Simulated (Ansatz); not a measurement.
C$_{2}$H$_{6}$O$_{3}$Si (`CO[SiH](O)C=O`). The species carries charge 0 and has multiplicity 1. All single points use the PBE0-D4/def2-TZVP geometry. It is one conformer, not always the lowest.

```xyz
12

C    -0.831   -1.655    1.027
O     0.128   -0.689    0.653
Si   -0.002    0.329   -0.613
O    -1.087    1.535   -0.443
C     1.700    1.216   -0.673
O     1.720    2.414   -0.505
H    -0.350   -2.379    1.686
H    -1.225   -2.187    0.153
H    -1.663   -1.189    1.561
H    -0.359   -0.444   -1.828
H    -0.691    2.377   -0.192
H     2.660    0.673   -0.828
```

**Question.** What is the dipole moment at r2SCAN/def2-TZVPP? (An estimate is asked.)

**Answer.** The calculation gave: 2.06 D, with components (-0.24, -2.04, 0.18) D in this frame, pointing from negative to positive charge.

**Question.** And with PBE, B3LYP, ωB97M-V? (Estimate.)

**Answer.** Computed: PBE 1.94 D, B3LYP 2.19 D, ωB97M-V 2.21 D.

**Question.** Give the Mulliken charges with r2SCAN, B3LYP, ωB97M-V in def2-TZVPP. (Estimate.)

**Answer.** The calculation gave: 
| atom | r2SCAN | B3LYP | ωB97M-V |
| --- | --- | --- | --- |
| C1 | 0.01 | -0.12 | -0.18 |
| O2 | -0.38 | -0.38 | -0.36 |
| Si3 | 0.62 | 0.62 | 0.57 |
| O4 | -0.42 | -0.40 | -0.39 |
| C5 | 0.14 | 0.07 | 0.05 |
| O6 | -0.30 | -0.27 | -0.28 |
| H7 | 0.06 | 0.11 | 0.13 |
| H8 | 0.05 | 0.09 | 0.11 |
| H9 | 0.07 | 0.11 | 0.13 |
| H10 | -0.10 | -0.10 | -0.05 |
| H11 | 0.22 | 0.20 | 0.20 |
| H12 | 0.03 | 0.07 | 0.08 |

B3LYP here is the variant with VWN-RPA as its local correlation; programs differ in this.
